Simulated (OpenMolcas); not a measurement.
Ta4+ (d1) among equal point charges was computed by CASSCF with the d shell active (OpenMolcas, ANO-RCC-VDZP on the metal). Its lowest spin-free states, and all those of the highest spin:

```json
{"2S+1": "2", "Degeneracy": "2", "E (cm-1)": "0.0"}
{"2S+1": "2", "Degeneracy": "1", "E (cm-1)": "6349"}
{"2S+1": "2", "Degeneracy": "2", "E (cm-1)": "17085"}
```

Question: Is the site octahedral, tetrahedral or cube-like, axial, or of lower symmetry?

Answer: The states with 2S+1 = 2 have orbital degeneracies 2, 1, 2. There are pairs but no triples, so the site is axial: not cubic, but with a proper or improper axis of order three or more. The run had Ta4+ among 6 point charges of -1.7 e arranged as a trigonal antiprism (D3d), 2.17 Å from the ion, with a polar angle of 47.6° against the regular 54.74°.

An orbital doublet at a regular site is open to a Jahn-Teller distortion, which this geometry leaves out. Point charges carry no covalency, so the field is a model and not that of real ligands. No measured value stands beside these numbers.
